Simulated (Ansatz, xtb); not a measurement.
Breaking a bond: MgH, doublet. Each curve is given relative to its own lowest point near equilibrium.

| R / Å | A | B | C |
|---|---|---|---|
| 1.32 | 46.4 | 40.0 | 45.2 |
| 1.40 | 26.9 | 23.8 | 26.0 |
| 1.50 | 11.5 | 11.8 | 11.0 |
| 1.57 | 5.2 | 6.7 | 4.8 |
| 1.65 | 1.2 | 3.0 | 1.1 |
| 1.68 | 0.5 | 2.0 | 0.4 |
| 1.74 | 0.0 | 0.7 | 0.0 |
| 1.77 | 0.2 | 0.3 | 0.2 |
| 1.84 | 1.4 | 0.0 | 1.6 |
| 1.90 | 3.3 | 0.3 | 3.6 |
| 2.02 | 8.6 | 2.0 | 9.3 |
| 2.13 | 14.4 | 4.7 | 15.7 |
| 2.37 | 26.6 | 12.3 | 30.7 |
| 2.65 | 35.8 | 22.5 | 42.4 |
| 2.90 | 39.9 | 31.8 | 46.8 |
| 3.11 | 41.6 | 39.1 | 47.9 |
| 3.48 | 42.6 | 49.7 | 47.8 |
| 3.85 | 42.7 | 57.1 | 47.1 |
| 4.20 | 42.6 | 61.5 | 46.8 |
| 4.77 | 42.5 | — | 46.6 |
| 5.31 | 42.5 | — | 46.6 |
| 6.11 | 42.5 | — | 46.6 |
| 6.88 | 42.5 | — | 46.6 |

Energies in mEh.

Q: Assign the columns to these levels of theory: GFN1-xTB run with xtb; UHF/def2-SVP in Ansatz (a quantum-chemistry and plane-wave program); Ansatz with MP2 on UHF/def2-SVP, frozen core.

A: A is UHF; B is GFN1-xTB; C is UMP2.

Dashes: no converged value, or the column stops at the first point that the program doubted or that broke a chosen test of continuity, which isn't proof of a fault.

The unrestricted determinant behind UHF, UMP2 is spin-contaminated at 2.37 to 3.11 Å (<S²> up to 0.9, against 0.75 for a pure doublet).
